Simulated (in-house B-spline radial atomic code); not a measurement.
A fraction x of an electron is removed from 4p in the rubidium ion Rb⁴⁺, starting from [Ar] 3d10 4s2 4p3 and keeping the highest spin. Method: scalar-relativistic (X2C) wB97X, spin-polarised, spherical fractional occupations, Fermi nucleus of rms radius 4.2036 fm. Calculated with a radial B-spline atomic code at the basis-set limit.

Caution: exact exchange at fractional occupations of open shells leaves self-interaction of up to several eV.

| x | E(x) - E(0) (eV) | 4p up level (eV) |
| --- | --- | --- |
| 0 | 0.0000 | -66.518 |
| 0.03 | 2.0005 | -66.846 |
| 0.16 | 10.7829 | -68.269 |
| 0.27 | 18.3589 | -69.478 |
| 0.38 | 26.0681 | -70.691 |
| 0.5 | 34.6307 | -72.020 |
| 0.51 | 35.3515 | -72.131 |
| 0.7 | 49.2571 | -74.246 |
| 0.87 | 62.0406 | -76.150 |
| 0.97 | 69.7118 | -77.275 |
| 1 | 72.0351 | -77.613 |

The exact functional would give a straight line between the two integer points. Deviations E(x) - E(0) - x[E(1) - E(0)], in eV: -0.161 at x = 0.03, -0.743 at x = 0.16, -1.091 at x = 0.27, -1.305 at x = 0.38, -1.387 at x = 0.5, -1.386 at x = 0.51, -1.167 at x = 0.7, -0.63 at x = 0.87, -0.162 at x = 0.97.

The curve lies below the straight line by up to 1.387 eV (at x = 0.5): convex, the delocalisation error, to which spherically averaged exact exchange adds.

How well does Slater's transition state (minus the level at half occupation) give the ionisation energy?

It gives 72.020 eV against 72.035 eV from the two total energies; NIST lists 68.44 eV, ground level to ground level. The end point has an open shell averaged over its orbitals, so its exact exchange keeps a self-interaction and this is no true integer point.
